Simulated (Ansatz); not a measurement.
The cluster Na₃Sn₅⁻, relaxed as a singlet with RKS r2SCAN-D4/def2-SVPD in Ansatz, starting from the GFN2-xTB geometry. Force threshold 0.02 eV/Å.

In the def2 sets Sn takes a core potential; there is no spin–orbit coupling. The structure comes from a short search, and lower isomers may exist.

Start:

Cartesian coordinates in Å:
```
Na 1.940 1.164 -1.410
Na 0.667 3.279 0.463
Na -0.894 2.308 -1.841
Sn 0.536 -2.262 -0.593
Sn -0.324 0.358 0.421
Sn -1.219 -2.009 1.808
Sn -2.119 -1.499 -0.716
Sn 1.414 -1.338 1.867
```

**Question.** Estimate the energy that the relaxation releases and the steps that it takes.

**Answer.** 1.22 eV, in 20 steps; 4.1 min on 4 threads of Arm Neoverse V1 on a shared host. No frequencies were taken in this run, so the end may be a saddle point.

**Question.** Does the start keep its bonding?

**Answer.** Bonds formed: Na1–Sn8, Na3–Sn4, Na3–Sn7 (atoms count from 1). Metal–metal contacts that move far: Na1–Sn4 3.79 to 3.27 Å. The end is the same structure that another start reached.

**Question.** Predict the relaxed structure.

**Answer.** 
```xyz
8

Na    2.3924    0.8697   -0.6516
Na    0.5169    3.6990    0.0103
Na   -0.7348    1.2897   -2.1648
Sn    0.3026   -1.6039   -1.0695
Sn   -0.5028    0.5562    1.1738
Sn   -1.0876   -2.5281    1.5286
Sn   -2.4946   -0.8677   -0.4134
Sn    1.6078   -1.4149    1.5865
```
Bond lengths (bridged metal pairs left out): 9 × Sn–Sn 2.92 to 3.22 Å; 7 × Na–Sn 3.26 to 3.50 Å; 3 × Na–Na 3.46 to 3.50 Å.
